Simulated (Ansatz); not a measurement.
Cost and result for the atomization energy of C$_{2}$H$_{9}$InSi, SMILES `[SiH3]C[CH2][InH2]` (13 atoms, 12 bonds).

Cartesian coordinates in Å:
```
Si 0.3883 0.1298 1.5866
C -0.3737 1.1425 0.2147
C -0.9627 0.1841 -0.8263
In 0.5640 -1.2404 -1.4699
H 1.2385 0.8785 2.5492
H -0.6307 -0.6552 2.3316
H 1.2735 -0.8842 0.8960
H 0.4211 1.7547 -0.2264
H -1.1175 1.8428 0.6144
H -1.8117 -0.3664 -0.4136
H -1.3322 0.7290 -1.7003
H 0.2961 -2.9465 -1.4906
H 2.0468 -0.5689 -2.0654
```

The species carries charge 0 and has multiplicity 1. Correlated methods include outer-core shells of In, which these sets cover unevenly. In takes the def2 core potential. The structure was optimised at the PBE0-D4/def2-TZVP level. It is one conformer, not always the lowest. Program: Ansatz. All runs use 4 threads of an Arm Neoverse V1 on a shared host. Times are those of one run each, without the atoms' runs, and a repeat can differ threefold. Electronic energies, without spin–orbit coupling; frozen cores. CCSD(T)/CBS adds CCSD(T) − MP2 in def2-TZVPP to the MP2 limit, and its time is that of the two runs behind it. T1 = 0.013. With those shells the extrapolation isn't a true limit. B3LYP takes the VWN-RPA correlation (the form of Gaussian; ORCA's B3LYP/G). HSE06 is the plane-wave form, built on full-range PBE exchange.

CCSD(T)/CBS is a level of theory with its own doubt, some kJ/mol a heavy atom from the limit and from the frozen cores, so smaller differences don't rank the functionals.

```csv
level,functions,wall time
revPBE-D4/def2-TZVPP,280,3.5 s
BLYP-D4/def2-TZVPP,280,4.2 s
HSE06-D4/def2-TZVPP,280,6 s
r2SCAN-D4/def2-TZVPP (with forces),280,7.5 s
PBE0-D4/def2-TZVPP,280,7.5 s
r2SCANh-D4/def2-TZVPP,280,8.5 s
CCSD(T)/def2-SVP,117,9 s
B2PLYP/def2-TZVPP,280,9.5 s
PBE-QIDH/def2-TZVPP,280,9.5 s
B3LYP-D4/def2-TZVPP (with forces),280,11 s
MP2/def2-QZVPP,536,50 s
CCSD(T)/def2-TZVPP,280,5.2 min
CCSD(T)/CBS(def2),–,6.1 min
```

(1) What atomization energy does each give, and how far from CCSD(T)/CBS? (Estimate.)

Answers

(1) Ansatz gave: 
```tsv
level	atomization (kJ/mol)	difference from CCSD(T)/CBS	per bond
revPBE-D4/def2-TZVPP	4010.5	-87.2	-7.3
BLYP-D4/def2-TZVPP	4023.0	-74.7	-6.2
HSE06-D4/def2-TZVPP	4067.5	-30.2	-2.5
r2SCAN-D4/def2-TZVPP (with forces)	4084.8	-12.9	-1.1
PBE0-D4/def2-TZVPP	4066.6	-31.1	-2.6
r2SCANh-D4/def2-TZVPP	4074.5	-23.2	-1.9
CCSD(T)/def2-SVP	3878.9	-218.8	-18.2
B2PLYP/def2-TZVPP	4019.8	-77.9	-6.5
PBE-QIDH/def2-TZVPP	4056.5	-41.2	-3.4
B3LYP-D4/def2-TZVPP (with forces)	4069.8	-27.9	-2.3
MP2/def2-QZVPP	4041.9	-55.8	-4.7
CCSD(T)/def2-TZVPP	4008.6	-89.1	-7.4
CCSD(T)/CBS(def2)	4097.7	0.0	0.0
```

From r2SCAN to r2SCAN0 (25 % exact exchange), in def2-TZVPP and without D4, the atomization energy moves by −25.5 kJ/mol: exact exchange takes away binding that semilocal exchange gives to molecules. At CCSD(T), def2-SVP lies −218.8 kJ/mol from the extrapolated value and def2-TZVPP −89.1 kJ/mol: correlation converges slowly with the basis, and small sets miss more of it in the bonded molecule than in its fragments. In def2-TZVPP, CCSD(T) changes the Hartree–Fock value by +940.5 kJ/mol (the triples alone add +43.5 kJ/mol) and MP2 by +920.8 kJ/mol; breaking electron pairs costs correlation energy, which Hartree–Fock lacks.

Spin–orbit coupling would lower the free In atoms strongly, and the atomization energy with them, by more than many differences here.
